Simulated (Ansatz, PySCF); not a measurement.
System: bromo selenohypobromite, SeBr₂ (charge 0, singlet). SMILES: Br[Se]Br
Coordinates optimised at B3LYP-D3(BJ)/def2-TZVP (Ansatz, an electronic-structure program):
```xyz
3

Se     0.0255    -0.0112     0.9792
Br     0.8055    -1.6280    -0.5156
Br    -0.8303     1.6388    -0.4356
```

Quantity: vertical triplet-singlet gap, E(triplet) - E(singlet), in eV. Conventions: no spin-orbit coupling; valence correlation only (noble-gas shells and the d and f shells of earlier blocks); open shells spin-unrestricted; non-relativistic; 6-31G* and kin with 6d, 5d where marked; each state is the SCF solution reached for its charge and spin; dispersion terms only where a functional's name holds one; LANL2DZ with its own core potentials from Na on. Ab initio and DFT rows: single points at B3LYP-D3(BJ) geometries (Ansatz). Levels can end on unlike triplets.

```
level               program  vertical triplet-singlet gap, E(triplet) - E(singlet) (eV)
------------------  -------  ----------------------------------------------------------
HF/LANL2DZ           Ansatz                                                        1.74
HF/6-31G*            Ansatz                                                        1.76
PBE/6-31G*           Ansatz                                                        1.48
B3LYP/STO-3G         Ansatz                                                        2.62
B3LYP/3-21G          Ansatz                                                        1.63
B3LYP/LANL2DZ        Ansatz                                                        1.54
B3LYP/6-31G*         Ansatz                                                        1.63
M06-2X/LANL2DZ        PySCF                                                        1.84
MP2/6-31G*           Ansatz                                                        1.97
wB97X-V/def2-TZVPD   Ansatz                                                        1.97
```

No value to compare with is used here. The 9 habitual levels span 1.48 (PBE/6-31G*) to 2.62 eV (B3LYP/STO-3G); wB97X-V/def2-TZVPD gives 1.97.

The levels are drawn from those run, B3LYP/6-31G* more often than the rest, none by its result; left out are runs that failed, that the program found above a lower state of the same kind, or whose <S^2> lies over 0.5 above the pure value.
